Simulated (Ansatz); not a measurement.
Species: C₂H₆O₂Si, SMILES `CC(=O)O[SiH3]` (O–C–O–Si torsion 0°) (charge 0, multiplicity 1).

Q: Give a relaxed geometry from B3LYP-D3(BJ)/def2-TZVP (Ansatz, a first-principles code).

A: Several could match; the one computed here: the end point of this relaxation, one of several conformers (outside a Z-matrix the atoms follow the SMILES, hydrogens last).
Bond lengths (Å): C1–C2 1.500, C1–H6 1.086, C1–H7 1.091, C1–H8 1.091, C2–O3 1.205, C2–O4 1.351, O4–Si5 1.695, Si5–H9 1.475, Si5–H10 1.475, Si5–H11 1.475. Angles (°): C2–C1–H6 109.9, C2–C1–H7 109.6, C2–C1–H8 109.6, H6–C1–H7 110.2, H6–C1–H8 110.2, H7–C1–H8 107.3, C1–C2–O3 125.6, C1–C2–O4 112.6, O3–C2–O4 121.8, C2–O4–Si5 118.9, O4–Si5–H9 110.6, O4–Si5–H10 110.6, O4–Si5–H11 102.9, H9–Si5–H10 111.5, H9–Si5–H11 110.5, H10–Si5–H11 110.5.
